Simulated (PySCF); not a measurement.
Energy of Kr²⁺ (krypton, charge +2) between two integer charges

The 4p beta orbital of [Ar] 3d10 4s2 4p4 is emptied in steps (occupation f), with all orbitals relaxed, ending at [Ar] 3d10 4s2 4p3. Computed with PySCF 2.14 in aug-pcseg-2, with no relativity, point nucleus. The exact energy is a straight line in f; departures are measured from the line between the end points of the same method.

```csv
f,UHF (eV),LDA (eV),PBE (eV),PBE0 (eV),r2SCAN (eV),LC-wPBE (eV),BHandHLYP (eV),wB97X (eV),MN15 (eV)
1,0.000,0.000,0.000,0.000,0.000,0.000,0.000,0.000,0.000
0.9,0.072,-0.525,-0.508,-0.365,-0.475,-0.102,-0.236,-0.152,-0.279
0.7,0.164,-1.226,-1.182,-0.849,-1.097,-0.235,-0.552,-0.361,-0.646
0.5,0.193,-1.459,-1.403,-1.006,-1.287,-0.275,-0.661,-0.441,-0.763
0.3,0.159,-1.224,-1.173,-0.840,-1.059,-0.226,-0.559,-0.383,-0.637
0.1,0.067,-0.524,-0.500,-0.358,-0.441,-0.094,-0.242,-0.172,-0.273
0,0.000,0.000,0.000,0.000,0.000,0.000,0.000,0.000,0.000
```

| method | E(f=0) − E(f=1) (eV) | −ε at f=1 (eV) | −ε at f=0.5 (eV) |
| --- | --- | --- | --- |
| UHF | 34.307 | 35.111 | 34.292 |
| LDA | 35.804 | 29.971 | 35.810 |
| PBE | 35.504 | 29.862 | 35.529 |
| PBE0 | 35.524 | 31.462 | 35.550 |
| r2SCAN | 35.600 | 30.299 | 35.711 |
| LC-wPBE | 35.700 | 34.562 | 35.723 |
| BHandHLYP | 35.520 | 32.908 | 35.500 |
| wB97X | 35.668 | 33.996 | 35.603 |
| MN15 | 35.487 | 32.371 | 35.514 |

Orbital energy along the path (eV):

| f | UHF | LDA | PBE | PBE0 | r2SCAN | LC-wPBE | BHandHLYP | wB97X | MN15 |
| --- | --- | --- | --- | --- | --- | --- | --- | --- | --- |
| 1 | -35.111 | -29.971 | -29.862 | -31.462 | -30.299 | -34.562 | -32.908 | -33.996 | -32.371 |
| 0.9 | -34.938 | -31.133 | -30.997 | -32.284 | -31.396 | -34.800 | -33.422 | -34.307 | -33.017 |
| 0.7 | -34.607 | -33.468 | -33.268 | -33.924 | -33.578 | -35.269 | -34.456 | -34.941 | -34.285 |
| 0.5 | -34.292 | -35.810 | -35.529 | -35.550 | -35.711 | -35.723 | -35.500 | -35.603 | -35.514 |
| 0.3 | -33.992 | -38.147 | -37.767 | -37.151 | -37.745 | -36.155 | -36.561 | -36.320 | -36.709 |
| 0.1 | -33.705 | -40.466 | -39.965 | -38.715 | -39.592 | -36.551 | -37.657 | -37.153 | -37.912 |
| 0 | -33.566 | -41.612 | -41.047 | -39.482 | -40.445 | -36.719 | -38.229 | -37.632 | -38.525 |

Reference removal energy between the ground levels: 35.838 ± 0.02 eV (measured; NIST Atomic Spectra Database, ionization energies). The calculation has no spin-orbit coupling. UHF lacks correlation.
